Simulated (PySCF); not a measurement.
Point groups of optimised structures. Level of theory: CAM-B3LYP/def2-SVPD in PySCF (dipole) on a GFN2-xTB geometry, gas phase. The symmetry is that of the one conformer found, every atom within 0.08 Å of its image; none is proved a minimum here.

Question: Point group, rotor type and polarity of `[CH3:1][O:2][c:3]1[o:4][c:5]([F:6])[c:7]([CH3:8])[p:9]1` with C1–O2–C3–O4 0°, H–C1–O2–C3 -61° (nearest H), H–C8–C7–C5 0° (nearest H)?

Answer: Cs; asymmetric top; symmetry number 1; 2 operations, which sort the 15 atoms into 13 sets; dipole 1.40 D, in the ab plane, which is the mirror; heavy atoms equivalent by symmetry: none.

Question: `[CH3:1][O:2][C@@H:3]([F:4])[C@H:5]([F:6])[O:7][CH3:8]` with C1–O2–C3–F4 72°, O2–C3–C5–F6 -176°, C3–C5–O7–C8 -171°, H–C1–O2–C3 60° (nearest H), H–C8–O7–C5 -60° (nearest H): symmetry, top, dipole?

Answer: C2; asymmetric top; symmetry number 2; 2 operations, which sort the 16 atoms into 8 sets; this conformer is chiral (no improper operation); dipole 2.21 D, along b, the twofold axis; A, B, C = 3287, 1340, 1007 MHz.

Question: Point group, rotor type and polarity of `C=C1C=CC(C(F)(F)F)=C1`?

Answer: Cs; near-prolate asymmetric top; symmetry number 1; 2 operations, which sort the 15 atoms into 14 sets; dipole 3.86 D, in the ab plane, which is the mirror; A, B, C = 3068, 841.9, 746.2 MHz.
